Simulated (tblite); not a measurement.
Record of a relaxation.

Species: C₄H₁₂GaNO.
SMILES with atom numbers: `[CH2:1]=[C:2]([O:3][CH3:4])[Ga@H-:5]([CH3:6])[NH3+:7]` (hydrogens: H8, H9 on C1; H10, H11, H12 on C4; H13 on Ga5; H14, H15, H16 on C6; H17, H18, H19 on N7)
Bond orders are those of one Lewis drawing.

Computed with GFN2-xTB (tblite), gas phase: L-BFGS steps from a force-field or distance-geometry start until the largest atomic force falls under 0.01 eV/Å. 8 of its 136 geometries are shown.

Step 0: E = -619.3412 eV, largest atomic force 2.785 eV/Å
```
atom  x, y, z in Å  |  force x, y, z in eV/Å
C1      0.955   -1.605   -0.271    0.222  -0.160  -0.308
C2      0.791   -0.458    0.386    0.151  -0.484  -0.914
O3      1.925    0.270    0.666    0.741   1.628   0.747
C4      2.862    0.687   -0.317    0.230  -0.088   0.310
Ga5    -1.033    0.028    0.928    0.174  -2.249   1.634
C6     -2.400   -1.236    0.187    0.005   0.495  -0.060
N7     -1.327    1.832    0.405   -0.630   2.479  -0.206
H8      1.975   -1.858   -0.551   -0.381  -0.527  -0.207
H9      0.102   -2.234   -0.511    0.470   0.047   0.050
H10     3.653    1.266    0.242   -0.779  -0.611  -0.534
H11     3.338   -0.172   -0.832   -0.172   0.457   0.116
H12     2.385    1.364   -1.060    0.216  -0.374   0.226
H13    -1.147   -0.051    2.536   -0.020   0.521  -0.306
H14    -2.432   -2.124    0.852   -0.277   0.349  -0.536
H15    -3.389   -0.736    0.139    0.204  -0.660  -0.035
H16    -2.088   -1.532   -0.828   -0.470  -0.188   0.186
H17    -0.476    2.304    0.036   -0.551  -0.246   0.339
H18    -2.061    1.907   -0.340    0.558   0.104   0.752
H19    -1.641    2.357    1.276    0.309  -0.495  -1.253
```

Step 19: E = -620.3164 eV, largest atomic force 0.223 eV/Å
```
atom  x, y, z in Å  |  force x, y, z in eV/Å
C1      1.126   -1.635   -0.373    0.042   0.042  -0.050
C2      0.864   -0.555    0.357   -0.118   0.075  -0.079
O3      1.681    0.543    0.550   -0.048  -0.021  -0.052
C4      2.824    0.701   -0.271   -0.052  -0.007  -0.007
Ga5    -0.972   -0.232    1.101   -0.141   0.028   0.171
C6     -2.465   -1.306    0.229    0.043   0.095   0.003
N7     -1.336    1.902    0.450   -0.009   0.008  -0.073
H8      2.042   -1.834   -0.904    0.116  -0.080  -0.108
H9      0.372   -2.407   -0.424    0.011   0.007   0.043
H10     3.584    1.249    0.287   -0.097   0.001   0.072
H11     3.233   -0.255   -0.589    0.099  -0.010   0.072
H12     2.545    1.276   -1.160    0.065   0.013  -0.087
H13    -1.098    0.297    2.564    0.025  -0.054   0.155
H14    -2.687   -2.282    0.670    0.110   0.091   0.054
H15    -3.405   -0.746    0.229   -0.028  -0.013  -0.043
H16    -2.179   -1.488   -0.814   -0.093   0.012  -0.020
H17    -0.461    2.304    0.126    0.139  -0.068  -0.043
H18    -2.018    1.983   -0.297   -0.046  -0.026  -0.170
H19    -1.660    2.494    1.211   -0.017  -0.091   0.162
```

Step 39: E = -620.4690 eV, largest atomic force 0.255 eV/Å
```
atom  x, y, z in Å  |  force x, y, z in eV/Å
C1      1.159   -1.635   -0.492   -0.030  -0.018   0.015
C2      0.762   -0.532    0.141   -0.196  -0.151   0.017
O3      1.439    0.670    0.247    0.064  -0.090  -0.049
C4      2.766    0.744   -0.222    0.145   0.035   0.003
Ga5    -0.986   -0.232    1.093    0.009   0.026   0.068
C6     -2.550   -1.219    0.304    0.042   0.007  -0.001
N7     -1.294    1.806    0.419    0.011   0.110  -0.014
H8      2.075   -1.784   -1.059   -0.127   0.073   0.133
H9      0.487   -2.487   -0.425    0.182   0.131  -0.121
H10     3.292    1.455    0.413    0.033   0.110   0.012
H11     3.266   -0.223   -0.149    0.008  -0.004   0.010
H12     2.799    1.095   -1.260   -0.028  -0.069  -0.027
H13    -0.898    0.182    2.602    0.042   0.026  -0.009
H14    -2.666   -2.214    0.742   -0.077  -0.017  -0.099
H15    -3.522   -0.721    0.357    0.053  -0.033   0.033
H16    -2.292   -1.347   -0.755   -0.154  -0.105   0.001
H17    -0.337    2.095    0.214   -0.040   0.000   0.040
H18    -1.865    1.970   -0.409    0.048  -0.024   0.069
H19    -1.645    2.386    1.181    0.015  -0.008  -0.083
```

Step 58: E = -620.5644 eV, largest atomic force 0.127 eV/Å
```
atom  x, y, z in Å  |  force x, y, z in eV/Å
C1      1.247   -1.591   -0.619    0.006  -0.046  -0.002
C2      0.723   -0.544    0.010    0.061   0.028  -0.040
O3      1.401    0.655    0.217    0.000   0.056   0.068
C4      2.760    0.737   -0.154    0.054   0.022   0.043
Ga5    -1.013   -0.283    1.013    0.016   0.049   0.000
C6     -2.684   -1.227    0.376    0.026   0.009  -0.027
N7     -1.259    1.806    0.430   -0.004   0.011  -0.018
H8      2.244   -1.638   -1.038   -0.054   0.017  -0.013
H9      0.641   -2.476   -0.739   -0.008   0.000   0.022
H10     3.138    1.694    0.210   -0.111   0.028  -0.054
H11     3.341   -0.058    0.319    0.021  -0.099  -0.025
H12     2.880    0.683   -1.243   -0.016  -0.008   0.060
H13    -0.779    0.086    2.520    0.005  -0.014  -0.030
H14    -2.768   -2.238    0.783   -0.039   0.018   0.010
H15    -3.614   -0.702    0.612    0.022  -0.013   0.074
H16    -2.642   -1.330   -0.713    0.009  -0.018  -0.047
H17    -0.264    2.024    0.371    0.018   0.017  -0.023
H18    -1.673    1.948   -0.488    0.018   0.004  -0.035
H19    -1.687    2.463    1.078   -0.026  -0.061   0.037
```

Step 77: E = -620.5772 eV, largest atomic force 0.042 eV/Å
```
atom  x, y, z in Å  |  force x, y, z in eV/Å
C1      1.256   -1.594   -0.643    0.016   0.003  -0.014
C2      0.744   -0.560    0.015    0.033   0.006   0.003
O3      1.418    0.632    0.268    0.010  -0.017   0.004
C4      2.769    0.735   -0.125   -0.002  -0.015  -0.013
Ga5    -0.998   -0.287    0.986   -0.025  -0.009  -0.026
C6     -2.690   -1.219    0.385    0.001   0.002   0.014
N7     -1.246    1.791    0.387   -0.008   0.004   0.004
H8      2.246   -1.635   -1.075   -0.004  -0.004   0.010
H9      0.639   -2.469   -0.778    0.004   0.015  -0.001
H10     3.113    1.726    0.173   -0.033  -0.009   0.024
H11     3.382   -0.025    0.368   -0.010  -0.002  -0.011
H12     2.868    0.631   -1.210    0.016  -0.003  -0.010
H13    -0.785    0.099    2.488    0.008   0.015   0.006
H14    -2.776   -2.230    0.794    0.002   0.008  -0.003
H15    -3.595   -0.682    0.684    0.009  -0.002   0.005
H16    -2.711   -1.318   -0.706    0.006   0.012   0.008
H17    -0.267    2.077    0.383    0.007  -0.004   0.009
H18    -1.639    1.984   -0.531   -0.006  -0.009  -0.009
H19    -1.737    2.353    1.079   -0.024   0.011   0.001
```

Step 96: E = -620.5817 eV, largest atomic force 0.049 eV/Å
```
atom  x, y, z in Å  |  force x, y, z in eV/Å
C1      1.281   -1.612   -0.684    0.028  -0.016   0.036
C2      0.759   -0.598   -0.003   -0.008   0.029  -0.039
O3      1.419    0.592    0.283    0.013  -0.004   0.033
C4      2.772    0.722   -0.098   -0.010  -0.012  -0.020
Ga5    -0.974   -0.286    0.968    0.000   0.016   0.023
C6     -2.693   -1.194    0.418    0.000  -0.010   0.019
N7     -1.279    1.785    0.358   -0.002  -0.037  -0.008
H8      2.283   -1.644   -1.090   -0.015   0.010  -0.023
H9      0.671   -2.486   -0.848    0.003   0.005   0.000
H10     3.096    1.710    0.229    0.000  -0.011   0.020
H11     3.393   -0.044    0.375   -0.017   0.007   0.013
H12     2.876    0.646   -1.185    0.015   0.008  -0.026
H13    -0.718    0.154    2.452   -0.005  -0.014  -0.012
H14    -2.766   -2.219    0.789   -0.007  -0.009   0.004
H15    -3.577   -0.663    0.782   -0.021   0.000   0.010
H16    -2.767   -1.248   -0.673    0.002   0.006  -0.018
H17    -0.320    2.119    0.445    0.014   0.031  -0.005
H18    -1.605    1.976   -0.587    0.011  -0.007  -0.011
H19    -1.860    2.301    1.014   -0.002   0.012   0.006
```

Step 116: E = -620.5849 eV, largest atomic force 0.023 eV/Å
```
atom  x, y, z in Å  |  force x, y, z in eV/Å
C1      1.294   -1.611   -0.714   -0.012   0.006  -0.001
C2      0.757   -0.604   -0.035   -0.015  -0.006   0.017
O3      1.411    0.582    0.277    0.016   0.008  -0.003
C4      2.771    0.714   -0.074    0.003  -0.001   0.003
Ga5    -0.959   -0.284    0.963    0.008  -0.009  -0.006
C6     -2.702   -1.177    0.456    0.014   0.002   0.006
N7     -1.276    1.776    0.332    0.001  -0.003  -0.010
H8      2.297   -1.627   -1.120   -0.002   0.004  -0.010
H9      0.692   -2.487   -0.896    0.001   0.006   0.003
H10     3.101    1.680    0.307   -0.001   0.001  -0.001
H11     3.372   -0.080    0.380    0.007  -0.006   0.002
H12     2.901    0.686   -1.161   -0.003   0.005   0.007
H13    -0.677    0.149    2.442    0.004   0.000   0.000
H14    -2.755   -2.216    0.788   -0.002  -0.004   0.006
H15    -3.571   -0.666    0.882   -0.011  -0.004   0.002
H16    -2.827   -1.190   -0.632   -0.004   0.006  -0.007
H17    -0.354    2.188    0.468   -0.004  -0.014   0.006
H18    -1.542    1.905   -0.642   -0.007   0.005  -0.005
H19    -1.942    2.271    0.921    0.006   0.003  -0.010
```

Step 135: E = -620.5866 eV, largest atomic force 0.010 eV/Å
```
atom  x, y, z in Å  |  force x, y, z in eV/Å
C1      1.283   -1.582   -0.744   -0.005  -0.001  -0.003
C2      0.761   -0.594   -0.026   -0.004  -0.005   0.001
O3      1.428    0.577    0.314    0.001  -0.001   0.005
C4      2.786    0.708   -0.045   -0.005   0.004   0.004
Ga5    -0.958   -0.289    0.973    0.006   0.002   0.000
C6     -2.708   -1.181    0.490    0.006   0.001   0.000
N7     -1.280    1.754    0.288    0.006   0.000   0.001
H8      2.280   -1.594   -1.161    0.004   0.003  -0.006
H9      0.672   -2.448   -0.945   -0.005  -0.006  -0.001
H10     3.128    1.656    0.369   -0.001   0.003   0.001
H11     3.384   -0.107    0.372   -0.008   0.000  -0.003
H12     2.904    0.722   -1.135    0.000  -0.004   0.008
H13    -0.675    0.167    2.444    0.003   0.008  -0.005
H14    -2.751   -2.232    0.787    0.007   0.001   0.001
H15    -3.561   -0.687    0.964   -0.007  -0.004  -0.003
H16    -2.871   -1.154   -0.593   -0.002  -0.003   0.000
H17    -0.365    2.168    0.462    0.004   0.000  -0.001
H18    -1.495    1.861   -0.701   -0.002  -0.002   0.000
H19    -1.973    2.265    0.829    0.001   0.003   0.001
```

**Question.** Summarise the path.

**Answer.** The energy falls by 1.2455 eV from step 0 to step 135; nine tenths of that is first reached at step 39. It falls at every step. The largest force goes from 2.785 to 0.010 eV/Å. Among the bonds Ga5–N7 changes most, from 1.901 to 2.179 Å; the atoms move by 0.647 Å rms after alignment.

**Question.** Follow the three bonds and two angles with the largest change from start to end.

**Answer.** 
| step | E above end (eV) | largest force (eV/Å) | Ga5–N7 (Å) | Ga5–H13 (Å) | C2–Ga5 (Å) | O3–C2–Ga5 (°) | C1–C2–Ga5 (°) |
| --- | --- | --- | --- | --- | --- | --- | --- |
| 0 | 1.2455 | 2.785 | 1.901 | 1.614 | 1.964 | 125.3 | 117.7 |
| 6 | 0.5153 | 0.485 | 2.229 | 1.548 | 1.973 | 120.4 | 114.8 |
| 12 | 0.3825 | 0.446 | 2.227 | 1.575 | 2.055 | 115.0 | 118.1 |
| 18 | 0.2805 | 0.414 | 2.268 | 1.568 | 1.997 | 111.5 | 120.8 |
| 23 | 0.2292 | 0.380 | 2.258 | 1.560 | 2.033 | 110.4 | 123.4 |
| 29 | 0.1726 | 0.198 | 2.188 | 1.587 | 2.021 | 106.3 | 127.1 |
| 35 | 0.1444 | 0.203 | 2.196 | 1.565 | 2.009 | 106.2 | 127.5 |
| 41 | 0.1007 | 0.284 | 2.154 | 1.560 | 2.005 | 104.5 | 128.2 |
| 47 | 0.0694 | 0.151 | 2.181 | 1.574 | 2.013 | 105.0 | 128.2 |
| 53 | 0.0496 | 0.156 | 2.171 | 1.560 | 2.006 | 104.3 | 129.5 |
| 59 | 0.0198 | 0.077 | 2.178 | 1.567 | 2.021 | 103.3 | 132.5 |
| 65 | 0.0153 | 0.059 | 2.172 | 1.566 | 2.019 | 103.0 | 132.8 |
| 70 | 0.0116 | 0.032 | 2.180 | 1.566 | 2.011 | 102.9 | 132.5 |
| 76 | 0.0097 | 0.048 | 2.177 | 1.567 | 2.012 | 102.5 | 132.6 |
| 82 | 0.0086 | 0.033 | 2.177 | 1.569 | 2.015 | 102.3 | 132.9 |
| 88 | 0.0072 | 0.062 | 2.180 | 1.565 | 2.015 | 101.4 | 133.6 |
| 94 | 0.0056 | 0.046 | 2.176 | 1.569 | 2.010 | 100.7 | 134.3 |
| 100 | 0.0035 | 0.025 | 2.180 | 1.566 | 2.012 | 99.6 | 135.5 |
| 106 | 0.0029 | 0.030 | 2.183 | 1.567 | 2.011 | 98.9 | 136.1 |
| 112 | 0.0019 | 0.020 | 2.178 | 1.566 | 2.009 | 98.9 | 136.1 |
| 117 | 0.0016 | 0.022 | 2.178 | 1.566 | 2.011 | 98.9 | 136.0 |
| 123 | 0.0009 | 0.014 | 2.179 | 1.565 | 2.010 | 99.2 | 135.9 |
| 129 | 0.0005 | 0.023 | 2.180 | 1.567 | 2.011 | 98.9 | 136.0 |
| 135 | 0.0000 | 0.010 | 2.179 | 1.566 | 2.011 | 99.2 | 135.8 |

The cost below is that of the whole relaxation. Time: 1.6 s wall. Hardware: one thread, Arm Neoverse N1 (aarch64), shared host with 64 logical CPUs at a one-minute load of 59.
